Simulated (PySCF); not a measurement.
# One molecule, several mistakes: B2CH4N

All numbers below are calculated, not measured. The program is PySCF 2.14.0, an open-source quantum chemistry code, run on an isolated molecule that a program drew, which may never have been made. The molecule is B2CH4N (charge 0, doublet), drawn as the SMILES string `BN=B[CH2]`.

Each row is a Hartree-Fock (HF) and frozen-core CCSD(T) single point in the cc-pVDZ basis, meant for a local HF minimum. Run 1 is clean. Each other run has one planted mistake out of seven kinds, and not every kind appears here: one electron removed, one electron added, multiplicity raised by two, geometry at a saddle point, minimal basis STO-3G, one bond length entered in bohr, all coordinates scaled. The reference is restricted for singlets and unrestricted otherwise, and also for a bond in bohr. Adding or removing an electron swaps singlet and doublet. Electrons count all cores. HOMO and LUMO are orbital energies over both spins, the gradient is its largest component, and the lowest frequency (negative if imaginary) is given only where the gradient is small. Bond lengths are over the 7 bonds as drawn. T1 is the CCSD diagnostic: over 0.02 (restricted) or 0.045 (unrestricted) a single reference is doubtful.

Geometry of the clean run:
```xyz
8
B2CH4N, angstrom
B    -3.3119   -0.9666   -0.6882
N    -2.5347   -0.0216   -0.0025
B    -1.8406    0.8225    0.6101
C    -1.0062    1.8370    1.3464
H    -2.8774   -1.5069   -1.6716
H    -4.4158   -1.2403   -0.2954
H    -0.3387    1.5482    2.1486
H    -1.0445    2.8906    1.0993
```

```
run,electrons,basis functions,<S^2>,HOMO (eV),LUMO (eV),gradient (hartree/bohr),lowest frequency (cm^-1),mean bond (Å),longest bond (Å),T1,HF (hartree),CCSD(T) (hartree),mistake
1,27,76,0.791,-10.07,1.60,1.1e-05,99,1.2476,1.506,0.0189,-144.03093,-144.51440,no fault
2,26,76,0.000,-16.00,-7.53,1.6e-02,-,1.2476,1.506,0.0397,-143.69558,-144.19136,one electron removed
3,27,76,1.538,-10.21,1.35,2.2e-02,-,1.3853,2.046,0.0498,-143.90541,-144.37784,?
4,27,76,3.793,-5.10,-1.24,9.1e-02,-,1.2476,1.506,0.0512,-143.86727,-144.34227,?
```

**Which mistake was planted in run 3, and what did it cost?**

The mean bond changes by a factor of 1.110 and the longest by 1.359, so the molecule wasn't scaled as a whole. A length L in bohr read as angstrom grows by (1/0.5292 - 1) L = 0.890 L. The 7 bonds together grew by 7 x 0.1377 = 0.964 Å, which gives L = 1.083 Å. That is the length of one of the C-H bonds, 1.083 Å in the clean geometry. So the mistake is: one bond length entered in bohr. Subtracting run 1 and multiplying by 627.51 kcal/mol a hartree, the energy moved by 78.8 kcal/mol in HF and 85.7 kcal/mol in CCSD(T).

**Which mistake was planted in run 4, and what did it cost?**

Electrons, basis and geometry are unchanged, and <S^2> is 3.793, beside S(S+1) = 3.75 for a multiplicity of 4. So the mistake is: multiplicity raised by two. Subtracting run 1 and multiplying by 627.51 kcal/mol a hartree, the energy moved by 102.7 kcal/mol in HF and 108.0 kcal/mol in CCSD(T).

Cautions from the logs. Run 2: T1 is over the limit, so its CCSD(T) energy is less reliable; run 3: T1 is over the limit, so its CCSD(T) energy is less reliable; run 4: T1 is over the limit, so its CCSD(T) energy is less reliable.
